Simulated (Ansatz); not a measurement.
Cost and result up the ladder for the cluster NbS4 (5 atoms). The state is a doublet with charge 0. Geometry: PBE0-D4/def2-SVP.

```xyz
5

Nb   -0.0407   -0.1948    0.4566
S     0.3412    1.9605   -0.3611
S     0.3050    1.7614    1.7346
S    -0.4441   -2.4476   -0.1275
S    -0.1615   -1.0795   -1.7026
```

Ansatz on 4 threads of Arm Neoverse V2 on a shared host. Times are rough, and most runs start from the orbitals of an earlier one. PBE0-D4/def2-TZVP serves as the yardstick here, not as an exact answer. Differences are given only for rows in sets of like size (and for xTB, whose basis is part of the method), since another set adds its own error. Binding counts from free atoms at the same level (Nb sextet, S triplet; other spins of the atoms weren't run), without zero-point energy or a counterpoise term.

In the def2 sets Nb takes a core potential; there is no spin–orbit coupling. HSE06 is defined as in plane-wave codes, on full-range PBE exchange. Correlated methods freeze 20 core orbitals; core or outer-core shells of Nb are correlated, in sets that lack core-valence functions. The rows differ in basis, and correlated rows in double-zeta sets carry the largest basis error. In CCSD on the charge 0 doublet the largest single amplitude is 0.16, so its Hartree–Fock determinant may place the open shell otherwise than the density functionals do. No other spin state of charge 0 was run. Another isomer (doublet) lies 0.18 eV lower at PBE0-D4/def2-TZVP; other spin states weren't run for this one.

Correlated methods converge slowly with the basis, most of all in double-zeta sets.

```csv
level,functions,wall time,binding energy per atom (eV),difference from PBE0-D4/def2-TZVP (eV)
PBE-D4/def2-TZVP (with forces),188,4.6 s,3.78,0.28
HSE06-D4/def2-TZVP,188,7 s,3.51,0.01
PBE0-D4/def2-TZVP,188,8.5 s,3.50,0.00
r2SCAN-D4/def2-TZVP,188,13 s,3.56,0.06
r2SCANh-D4/def2-TZVP,188,15 s,3.46,-0.04
CCSD(T)/def2-SVP,103,23 s,3.02,–
```
